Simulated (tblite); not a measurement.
Species: C3H10F2N2Si.
Atom-mapped SMILES: `[NH2:1][SiH:2]([NH2:3])[C@H:4]([F:5])[CH2:6][CH2:7][F:8]` (hydrogens: H9, H10 on N1; H11 on Si2; H12, H13 on N3; H14 on C4; H15, H16 on C6; H17, H18 on C7)

Structure used (GFN2-xTB), in Å, numbered top down from 1:
```
atom  x, y, z in Å
N1    -1.537    1.113   -0.940
Si2   -1.158   -0.468   -0.370
N3    -2.432   -1.169    0.551
C4     0.321   -0.583    0.874
F5     0.162    0.405    1.855
C6     1.719   -0.434    0.289
C7     1.929    0.886   -0.437
F8     1.397    0.844   -1.707
H9    -0.959    1.510   -1.664
H10   -1.797    1.826   -0.275
H11   -0.875   -1.301   -1.532
H12   -3.359   -1.162    0.161
H13   -2.474   -0.998    1.542
H14    0.277   -1.528    1.425
H15    2.457   -0.493    1.094
H16    1.891   -1.257   -0.405
H17    2.994    1.108   -0.561
H18    1.436    1.709    0.088
```

Computed with GFN2-xTB (tblite): harmonic, unscaled wavenumbers at the GFN2-xTB geometry, gas phase. Errors from tens to a few hundred cm⁻¹ against measured bands are possible. Modes of hydrogen on silicon can be 10 to 20 % off. One conformer, not necessarily the lowest.

Harmonic wavenumbers (cm⁻¹): 37.5, 66.8, 110.7, 140.9, 144.4, 190.6, 200.4, 207.3, 238.6, 285.0, 347.9, 407.8, 509.6, 546.3, 555.2, 619.4, 644.3, 677.7, 801.8, 828.7, 862.4, 865.6, 911.5, 942.7, 958.7, 1036.5, 1064.4, 1118.9, 1181.0, 1207.1, 1267.0, 1289.2, 1329.9, 1348.9, 1445.3, 1450.5, 1505.9, 1522.0, 2306.8, 2924.5, 2951.6, 2963.8, 2967.5, 3011.1, 3457.1, 3481.3, 3502.4, 3519.9.

A = 2211, B = 1260, C = 981.1 MHz; mass 140.058 u (most abundant isotopes); point group C1, symmetry number 1.

Q: What is the zero-point energy?

A: Half the sum of the wavenumbers: 29977 cm⁻¹ = 358.61 kJ/mol.

Q: Give the ideal-gas entropy at 298.15 K and 1 bar in the rigid-rotor, harmonic-oscillator model (classical rotation).

A: Translation 170.49, rotation 121.98, vibration 144.98: S = 437.4 J/(mol K).

Q: And Cp and H(298.15 K) − H(0)?

A: Cp = 175.54 J/(mol K), of which vibrations give 142.28 (their classical limit is 48 R = 399.1); H(298.15 K) − H(0) = 32.45 kJ/mol without the zero-point energy, 22.53 from vibrations.

Q: Blend soft modes into free rotors: weight 1/[1 + (100 cm⁻¹/ν̃)⁴] for the oscillator and the rest for a rotor with moment μB/(μ + B), μ = h/(8π²ν), B = 10⁻⁴⁴ kg m². What vibrational entropy results?

A: 133.95 J/(mol K) in place of 144.98, which changes −T·S at 298.15 K by +3.29 kJ/mol.

Q: How do the functions run with temperature in this model?

A: 
```tsv
T (K)	S (J/(mol K))	Cp (J/(mol K))	H − H(0) (kJ/mol)	G − H(0) (kJ/mol)	ln q(vib)
100	299.6	89.7	5.93	-24.03	2.10
200	376.0	134.6	17.21	-57.99	5.30
300	438.5	176.3	32.77	-98.79	8.40
500	545.6	244.1	75.25	-197.53	14.27
800	674.9	305.4	158.56	-381.40	22.22
1000	746.1	331.9	222.41	-523.67	26.97
```

q(vib) and H(0) count from the zero-point level.

Hindered rotation and anharmonicity are outside this model. Other conformers, if any are populated, would add a mixing term that is left out. The structure is chiral; the term R ln 2 for an equal mix with its mirror image is left out.
